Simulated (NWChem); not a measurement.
Molecule: 1,1,1-trifluoroethane (C2H3F3); SMILES FC(F)(F)C

Results from NWChem. Geometry: optimised at B3LYP/6-31G* (spherical d). COSMO at M06-2X/def2-SVP, default radii, gas-phase geometry; f = (ε − 1)/ε scales the surface charges.

```
row            f  electrostatic solvation energy (kcal/mol)
--------  ------  -----------------------------------------
ε = 2.4   0.5833                                      -1.76
ε = 3.9   0.7436                                      -2.28
ε = 11.7  0.9145                                   withheld
ε = 25.0  0.9600                                      -3.02
ε = 46.7  0.9786                                      -3.09
```

**Question.** Fit a straight line of the last column on the one before it, predict the withheld value, and compare with the run.

**Answer.** 
1. Means of the 4 shown rows: x = 0.81638, y = -2.538. Slope Σ(x − x̄)(y − ȳ)/Σ(x − x̄)² = -0.3589/0.1066 = -3.368; intercept 0.212.
2. The shown rows scatter about the line by 0.008 (root mean square); the largest residual is +0.01, at ε = 3.9.
3. At x = 0.9145 (ε = 11.7; inside the shown range) the line gives -2.87.
4. The run gives -2.86, +0.01 from the line.
